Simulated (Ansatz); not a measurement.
Reaction (ligand exchange at the Si–C bond): `[SiH3]CS` + `[OH][Ga]([OH])[OH]` → `[OH][Ga]([OH])[O][SiH3]` + CH₃SH

Gas-phase electronic energies from Ansatz, PBE0-D4/def2-TZVP geometries. CCSD(T)/CBS adds triple-zeta CCSD(T) − MP2 to the extrapolated MP2 energy (def2 sets, frozen cores). This one scheme is used for every species. Functionals use def2-TZVPP. B3LYP here is the variant with VWN-RPA as its local correlation; programs differ in this. For Ga outer-core shells are correlated without core-valence functions, which leaves a few kJ/mol of doubt a bond. Scalar relativity is left out up to krypton. Each species was taken in one conformer, which may not be the lowest.

```tsv
level	ΔE (eV)
B3LYP	-1.12
SCS-MP2/def2-QZVPP	-1.14
```

Task: What does CCSD(T)/CBS give? (An estimate is asked.)

Result: The calculation gave: -1.07 eV. The listed levels differ from it by -0.05, -0.07 eV.

Largest T1 diagnostic among the species: 0.014.

In def2-TZVPP, CCSD(T) changes the Hartree–Fock value by +0.27 eV (the triples alone add +0.04 eV) and MP2 by +0.27 eV. From PBE to PBE0 (25 % exact exchange), in def2-TZVPP and without D4, ΔE moves by −0.07 eV.
